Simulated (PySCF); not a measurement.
C₅H₈BFO₂.
Structure used (PBE0-D3(BJ)/def2-SVP), in Å, numbered top down from 1:
```
atom  x, y, z in Å
C1     1.7871    0.7594   -1.0244
C2     1.2320    0.8524    0.1841
C3     0.3034   -0.1431    0.8201
C4     0.0503   -1.4055    0.0118
O5    -0.7242   -1.1398   -1.1411
B6    -1.5947   -0.1051   -1.1437
O7    -1.7752    0.7096   -0.0539
C8    -1.0562    0.4953    1.1045
F9    -1.7689   -0.3483    1.9160
H10    1.5901   -0.0837   -1.6922
H11    2.4566    1.5392   -1.3954
H12    1.4497    1.7361    0.7969
H13    0.7179   -0.4352    1.8006
H14    0.9985   -1.8590   -0.3132
H15   -0.4806   -2.1405    0.6376
H16   -2.2367    0.1220   -2.1352
H17   -0.9648    1.4590    1.6326
```

Computed with PySCF at PBE0/pcSseg-1 and PBE0/def2-SVPD, non-relativistic, on one gas-phase PBE0-D3(BJ)/def2-SVP geometry that isn't relaxed in the solvent. The solvent is an IEF-PCM continuum (van der Waals radii × 1.2). Only the electrostatic response of the medium enters.

Gas phase at PBE0/pcSseg-1: HOMO -7.94 eV, LUMO -0.21 eV, dipole 2.81 D.

Task: What does the continuum do to the energy, the frontier levels and the dipole at PBE0/pcSseg-1 in methanol and acetonitrile?

Result: 
| solvent | ε | E(solvent) − E(gas) (kcal/mol) | polarisation term (kcal/mol) | distortion of the solute (kcal/mol) | HOMO (eV) | LUMO (eV) | dipole (D) |
| --- | --- | --- | --- | --- | --- | --- | --- |
| methanol | 32.61 | -5.40 | -6.14 | 0.74 | -7.72 | 0.04 | 3.55 |
| acetonitrile | 35.69 | -5.43 | -6.17 | 0.74 | -7.72 | 0.04 | 3.55 |

The polarisation term is half the interaction of the solute with the surface charges that it induces; the rest is the cost of distorting the solute's density. The sum is the electrostatic part of solvation alone. From methanol to acetonitrile the lowering changes by a factor 1.00, Onsager's factor (ε − 1)/(2ε + 1) by 1.00 and ε itself by 1.1.

Task: Which radius a makes the point-dipole formula ΔE = −[(ε − 1)/(2ε + 1)]·μ²/a³ give the value in acetonitrile, with the gas-phase dipole?

Result: μ = 1.104 au and |ΔE| = 0.00865 Eh give a = 2.16 Å; the farthest nucleus lies 3.22 Å from the centroid of the nuclei, so such a sphere wouldn't even hold the nuclei. The formula assumes a rigid point dipole at the centre of a sphere.

Task: Give the dipole vector in the frame of the coordinates (D, pointing from negative to positive charge), gas and acetonitrile.

Result: Gas (2.59, 0.29, 1.05), solvent (3.17, 0.33, 1.56). Its length changes by +26 % and its direction by 4°.

Task: Which IAO charges (PBE0/pcSseg-1) respond most in acetonitrile (means over atoms taken as equivalent)?

Result: 
| atoms | environment | gas (e) | solvent (e) | change |
| --- | --- | --- | --- | --- |
| H17 | methine hydrogen | +0.149 | +0.166 | +0.017 |
| H13 | methine hydrogen | +0.163 | +0.178 | +0.015 |
| C1 | terminal =CH2 carbon | -0.303 | -0.317 | -0.014 |
| O7 | boron-bound oxygen | -0.398 | -0.411 | -0.013 |
| H12 | vinylic hydrogen | +0.143 | +0.154 | +0.011 |
| H14 | methylene hydrogen | +0.152 | +0.163 | +0.011 |
| F9 | alkyl fluorine | -0.323 | -0.333 | -0.010 |
| O5 | boron-bound oxygen | -0.395 | -0.404 | -0.009 |

Task: Which Mayer bond orders change most in acetonitrile?

Result: 
```json
{"bond": "C4–O5", "length (Å)": "1.414", "gas": "0.874", "solvent": "0.853", "change": "-0.021"}
{"bond": "O7–C8", "length (Å)": "1.380", "gas": "0.964", "solvent": "0.947", "change": "-0.017"}
{"bond": "O5–B6", "length (Å)": "1.352", "gas": "1.171", "solvent": "1.185", "change": "+0.014"}
{"bond": "C8–F9", "length (Å)": "1.370", "gas": "0.898", "solvent": "0.884", "change": "-0.014"}
{"bond": "C1–C2", "length (Å)": "1.333", "gas": "1.999", "solvent": "1.991", "change": "-0.008"}
{"bond": "C8–C3", "length (Å)": "1.529", "gas": "0.983", "solvent": "0.991", "change": "+0.008"}
{"bond": "C3–H13", "length (Å)": "1.104", "gas": "0.921", "solvent": "0.913", "change": "-0.008"}
{"bond": "C2–C3", "length (Å)": "1.503", "gas": "0.988", "solvent": "0.992", "change": "+0.004"}
```

Gas phase at PBE0/def2-SVPD: HOMO -7.96 eV, LUMO -0.30 eV, dipole 2.76 D.

Task: What does the continuum do to the energy, the frontier levels and the dipole at PBE0/def2-SVPD in acetonitrile?

Result: 
```tsv
solvent	ε	E(solvent) − E(gas) (kcal/mol)	polarisation term (kcal/mol)	distortion of the solute (kcal/mol)	HOMO (eV)	LUMO (eV)	dipole (D)
acetonitrile	35.69	-5.24	-6.10	0.86	-7.72	-0.05	3.58
```

Task: How does the static polarisability (PBE0/def2-SVPD, frozen core, with the continuum's full static response) change?

Result: 
```
      medium  isotropic (au)  principal values (au)  ⟨r²⟩ of the electrons (bohr²)
         gas            76.1       69.6, 74.5, 84.1                         1011.7
acetonitrile           101.2      94.1, 95.9, 113.7                         1011.6
```

The isotropic value in acetonitrile is 1.33 times the gas-phase one; no cavity-field correction is applied. ⟨r²⟩ is taken about the centre of nuclear charge.
